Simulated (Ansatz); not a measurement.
`[CH3][Ge]([NH2])([F])[Cl]` → `[F][Ge][Cl]` + CH₃NH₂ at 600 K and 1 bar (germylene formation by 1,1-elimination).

Gas-phase electronic energies from Ansatz, PBE0-D4/def2-TZVP geometries. CCSD(T)/CBS adds triple-zeta CCSD(T) − MP2 to the extrapolated MP2 energy (def2 sets, frozen cores). For Ge outer-core shells are correlated without core-valence functions, which leaves a few kJ/mol of doubt a bond. Scalar relativity is left out up to krypton. Each species was taken in one conformer, which may not be the lowest.

| species | CCSD(T)/CBS energy (Eh) | H − E (kJ/mol) | S (J/(mol·K)) |
| --- | --- | --- | --- |
| `[CH3][Ge]([NH2])([F])[Cl]` | -2731.56957 | 240.8 | 470.0 |
| `[F][Ge][Cl]` | -2635.75718 | 36.5 | 326.6 |
| CH₃NH₂ | -95.75281 | 199.3 | 283.8 |

H − E and S are ideal-gas, rigid-rotor, harmonic terms from PBE0-D4/def2-TZVP, for one conformer and one mirror image of each species. 1 Eh = 2625.50 kJ/mol, R = 8.31446 J/(mol·K).

Task: By hand: ΔE, ΔH, ΔS and ΔG.

Result: ΔE = (-2635.75718) + (-95.75281) − (-2731.56957) = 0.05958 Eh = 156.4 kJ/mol. Δ(H − E) = 36.5 + 199.3 − 240.8 = -5.0, so ΔH = 151.4 kJ/mol. ΔS = 326.6 + 283.8 − 470.0 = 140.4 J/(mol·K). ΔG = 151.4 − 600 × (140.4)/1000 = 67.2 kJ/mol.

Task: By hand: the equilibrium constant, and the temperature at which ΔG would vanish if ΔH and ΔS stayed fixed.

Result: log₁₀ K = −ΔG/(RT ln 10) = -5.9. ΔG = 0 at ΔH/ΔS = 1078 K.

The number of gas molecules changes by +1, which sets the sign of ΔS. A doubt of 5 kJ/mol in ΔE shifts log₁₀ K by 0.4 here. Other conformers and mirror images would add mixing entropy, several J/(mol·K) or more a flexible species. These are equilibria of isolated gas molecules and say nothing of rates. Largest T1 diagnostic: 0.014 (customary marks: 0.02 for closed shells, 0.045 for open ones).
